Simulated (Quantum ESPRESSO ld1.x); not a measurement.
Ba36+, 20 electrons, occupied as [Ar] 3d2. Calculated with ld1.x of Quantum ESPRESSO 7.5: non-relativistic Kohn-Sham, revPBE, spin-unpolarised, spherical densities, point nucleus; relativity is left out, which matters for an element this heavy.

Unscreened Slater integrals over Kohn-Sham orbitals (eV).

| integral | value |
|---|---|
| F0(3d,3d) | 103.81 |
| F2(3d,3d) | 53.674 |
| F4(3d,3d) | 34.723 |
| F0(3d,3p) | 95.280 |
| F2(3d,3p) | 45.746 |
| G1(3d,3p) | 48.005 |
| G3(3d,3p) | 32.341 |
| F0(3d,3s) | 92.517 |
| G2(3d,3s) | 34.546 |
| F0(3d,2p) | 131.34 |
| F2(3d,2p) | 40.326 |
| G1(3d,2p) | 37.817 |
| G3(3d,2p) | 21.854 |
| F0(3d,2s) | 129.18 |
| G2(3d,2s) | 36.585 |
| F0(3p,3p) | 90.256 |
| F2(3p,3p) | 45.591 |
| F0(3p,3s) | 87.929 |
| G1(3p,3s) | 56.521 |
| F0(3p,2p) | 119.34 |
| F2(3p,2p) | 30.062 |
| G0(3p,2p) | 11.748 |
| G2(3p,2p) | 12.992 |
| F0(3p,2s) | 115.35 |
| G1(3p,2s) | 9.5171 |
| F0(3s,3s) | 86.036 |
| F0(3s,2p) | 112.92 |
| G1(3s,2p) | 11.419 |
| F0(3s,2s) | 110.15 |
| G0(3s,2s) | 9.0564 |
| F0(2p,2p) | 252.51 |
| F2(2p,2p) | 120.83 |
| F0(2p,2s) | 228.18 |
| G1(2p,2s) | 127.62 |
| F0(2s,2s) | 213.06 |

Derived for the open shells (J is the average intra-shell exchange parameter used in DFT+U). 3d: Racah B = F2/49 - 5 F4/441 = 0.7017 eV, C = 35 F4/441 = 2.756 eV, C/B = 3.93, F4/F2 = 0.647, J = (F2 + F4)/14 = 6.314 eV.
